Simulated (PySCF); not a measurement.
C2H6B, SMILES C[B]C, multiplicity 2. Atoms are numbered in the order given.

```xyz
9

C      1.3952    -0.0124     0.0985
B      0.0000     0.0000    -0.5634
C     -1.3952     0.0124     0.0985
H      1.6716     1.0485     0.2031
H      2.1844    -0.4744    -0.4968
H      1.4020    -0.4369     1.1109
H     -1.4020     0.4369     1.1109
H     -2.1844     0.4744    -0.4968
H     -1.6716    -1.0485     0.2031
```
Charge 0, spin multiplicity 2.

Geometry optimised at PBE0-D3(BJ)/def2-TZVP. The isomer is the one that the SMILES or the coordinates give; other isomers of the formula were not compared.

All values below come from B3LYP/pcH-1 run with PySCF.

Unrestricted Kohn–Sham, ⟨S²⟩ = 0.751. Hyperfine tensors hold the contact and dipolar terms, without spin-orbit corrections.

Computed hyperfine couplings:
```json
[
 {"nucleus": "13C no. 1", "A(iso) (MHz)": "48.2", "A(iso) (G)": "17.2", "dipolar principal values (MHz)": "-4.9, -3.2, 8.0"},
 {"nucleus": "11B no. 2", "A(iso) (MHz)": "324.2", "A(iso) (G)": "115.7", "dipolar principal values (MHz)": "-43.0, -42.6, 85.6"},
 {"nucleus": "13C no. 3", "A(iso) (MHz)": "48.2", "A(iso) (G)": "17.2", "dipolar principal values (MHz)": "-4.9, -3.2, 8.0"},
 {"nucleus": "1H no. 4", "A(iso) (MHz)": "-5.2", "A(iso) (G)": "-1.8", "dipolar principal values (MHz)": "-5.4, -3.8, 9.2"},
 {"nucleus": "1H no. 5", "A(iso) (MHz)": "35.1", "A(iso) (G)": "12.5", "dipolar principal values (MHz)": "-5.8, -4.5, 10.3"},
 {"nucleus": "1H no. 6", "A(iso) (MHz)": "71.3", "A(iso) (G)": "25.4", "dipolar principal values (MHz)": "-4.2, -2.1, 6.4"},
 {"nucleus": "1H no. 7", "A(iso) (MHz)": "71.3", "A(iso) (G)": "25.4", "dipolar principal values (MHz)": "-4.2, -2.1, 6.4"},
 {"nucleus": "1H no. 8", "A(iso) (MHz)": "35.1", "A(iso) (G)": "12.5", "dipolar principal values (MHz)": "-5.8, -4.5, 10.3"},
 {"nucleus": "1H no. 9", "A(iso) (MHz)": "-5.2", "A(iso) (G)": "-1.8", "dipolar principal values (MHz)": "-5.4, -3.8, 9.2"}
]
```

Question: And the g tensor (effective nuclear charges for spin-orbit coupling, GIAO)? (Estimate from the structure and the level; the computed values follow.)

Answer: principal values 2.0008, 2.0022, 2.0025; isotropic 2.0018.
